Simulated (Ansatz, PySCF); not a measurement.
Mean bond length (Å) of eight silicon and germanium compounds: PBE-D3(BJ) beside TPSSh-D3(BJ), computed with Ansatz (an electronic-structure program) and PySCF for isolated molecules in the bases named; differences from unrounded values. The eight are the first of their class met in an unordered collection, after screening for sound electronic states; none was chosen by its value. Each level has its own optimised geometry.

| molecule | basis | TPSSh-D3(BJ) | PBE-D3(BJ) | difference |
|---|---|---|---|---|
| C4H7FSi, SMILES C[Si@H]1C=C[C@H]1F | def2-SVP | 1.388 | 1.396 | 0.007 |
| CH₁₀FNSi₃, SMILES [SiH3]N([SiH3])[Si@@H](F)C | def2-SVP | 1.500 | 1.511 | 0.012 |
| CH₇NOSi₂, SMILES N1C[SiH2]O[SiH2]1 | def2-SVP | 1.472 | 1.483 | 0.011 |
| silole (C4H6Si), SMILES C1=C[SiH2]C=C1 | def2-SVP | 1.392 | 1.400 | 0.008 |
| C₂H₄F₂Si, SMILES C=C([SiH2]F)F | def2-SVP | 1.419 | 1.429 | 0.009 |
| C₂H₆F₂OSi, SMILES FC[Si@H](CO)F | def2-SVP | 1.375 | 1.383 | 0.007 |
| F2H5NSi2, SMILES F[SiH](F)N[SiH3] | def2-SVP | 1.518 | 1.529 | 0.012 |
| C2H3Cl3Si, SMILES C=C[Si](Cl)(Cl)Cl | def2-SVP | 1.582 | 1.590 | 0.008 |

PBE-D3(BJ) lies below TPSSh-D3(BJ) in 0 and above it in 8 of the eight; the mean signed difference is 0.009 and the largest 0.012 Å.
